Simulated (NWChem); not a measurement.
C₃H₅FSi; SMILES C1([SiH2]CC=1)F

```xyz
10

F     -0.3106     2.0918     0.0000
C     -0.0002     0.8064     0.0000
C      1.2297     0.2591     0.0000
C      1.0207    -1.2453     0.0000
Si    -0.8498    -0.8629     0.0000
H      2.1952     0.7814     0.0000
H      1.4140    -1.7557    -0.8941
H      1.4140    -1.7557     0.8941
H     -1.6323    -1.2461    -1.2139
H     -1.6323    -1.2461     1.2139
```
Atoms are numbered in this order, from 1.

Program: NWChem. Coordinates come from a PBE0/def2-SVP optimisation. Level: PBE0/def2-SVP with SMD (1 M gas to 1 M solution), gas-phase geometry. Reactions with the solvent are ignored.

Question: Predict the results for solvent toluene. Quantities: solvation free energy (kcal/mol); cavity-dispersion-structure term (kcal/mol); dipole in solution (D).

Answer: 
```json
{
 "solvation free energy (kcal/mol)": "-1.6",
 "cavity-dispersion-structure term (kcal/mol)": "-0.7",
 "dipole in solution (D)": "1.71"
}
```
